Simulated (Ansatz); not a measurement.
`C[N]=[W]([CH3])(=[O])[N](C)C` and `C[N]=[W](=[O])([OH])[N](C)C` differ in one atom or group.

Ansatz, PBE0-D4/def2-TZVP geometries, multiplicity 1. Each molecule was computed in one conformer, which needn't be the lowest.

Elements past krypton have def2 core potentials.

```tsv
property	`C[N]=[W]([CH3])(=[O])[N](C)C`
LUMO energy (ωB97M-V/def2-TZVPP) / eV	1.16
size of the dipole moment (ωB97M-V/def2-TZVPP) / D	3.25
HOMO–LUMO gap (ωB97M-V/def2-TZVPP) / eV	10.25
HOMO energy (PBE/def2-TZVPP) / eV	-5.56
HOMO energy (ωB97M-V/def2-TZVPP) / eV	-9.09
HOMO–LUMO gap (B3LYP/def2-TZVPP) / eV	5.58
```

What does the change do to each property? (An estimate is asked.)

The calculation gave: 
```
                                          property  `C[N]=[W](=[O])([OH])[N](C)C`  shift
             LUMO energy (ωB97M-V/def2-TZVPP) / eV                           1.37   0.21
size of the dipole moment (ωB97M-V/def2-TZVPP) / D                           3.57   0.32
           HOMO–LUMO gap (ωB97M-V/def2-TZVPP) / eV                          10.44   0.19
                 HOMO energy (PBE/def2-TZVPP) / eV                          -5.54   0.02
             HOMO energy (ωB97M-V/def2-TZVPP) / eV                          -9.07   0.02
             HOMO–LUMO gap (B3LYP/def2-TZVPP) / eV                           5.88   0.30
```

Dipoles are sizes alone; their direction can turn.

Positive LUMOs are unbound, so they and the gaps depend on the basis.

B3LYP here is the variant with VWN-RPA as its local correlation; programs differ in this.
